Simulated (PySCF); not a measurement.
Computed shifts of a molecule C₂H₄ClNSi, PBE/pcSseg-1 (PySCF), GIAO, gas phase, atoms alike by connectivity averaged where their shifts nearly agree, in ppm (number of nuclei): ²⁹Si: 6.2 (1). ¹³C: 196.1 (1), 63.8 (1). ¹⁵N: 508.9 (1). ¹H: 8.80 (1), 6.69 (1), 4.43 (1), 4.31 (1). References: ³⁵Cl against HCl (σ = 936.5 ppm); ²⁹Si against TMS (σ = 335.4 ppm); ¹³C against TMS (σ = 182.0 ppm); ¹⁵N against NH3 (σ = 267.0 ppm); ¹H against TMS (σ = 31.49 ppm), references at their B3LYP-D3(BJ)/def2-TZVP geometries, non-relativistic (without spin–orbit terms, shifts of atoms bonded to Cl or Br come out too high). Geometry optimised at PBE0-D3(BJ)/def2-SVP. One conformer was computed; it need not be the lowest.

Question: Identify the compound among the candidates.
A. C#C[Si@@H](N)Cl
B. Cl[Si@H]1C=NC1
C. N#CC[SiH2]Cl

Answer: B, Cl[Si@H]1C=NC1
